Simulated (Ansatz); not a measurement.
System: HSe, net charge -1, singlet state. 
Geometry from a B3LYP-D3(BJ)/def2-TZVP (Ansatz, a quantum-chemistry and plane-wave program) optimisation:
```xyz
2

Se     0.0000     0.0000    -0.0422
H      0.0000     0.0000     1.4361
```
Charge -1, spin multiplicity 1.

Parts of the frozen-core correlation energy in 6-31G (Ansatz, hartree). Frozen orbitals: 14; correlated occupied orbitals by spin: 4 and 4; virtual: 13 and 13. No spin-orbit coupling. Non-relativistic.

```tsv
term	value
reference (HF)	-2400.08480
MP2 opposite-spin	-0.04070
MP2 same-spin	?
CCSD correlation	?
(T)	?
FCI minus CCSD(T)	-0.00019
T1 diagnostic	0.005
largest doubles amplitude	0.095
```

Q: What belongs in the gaps?

A: 
- MP2 same-spin, value: -0.00845
- CCSD correlation, value: -0.06105
- (T), value: -0.00061
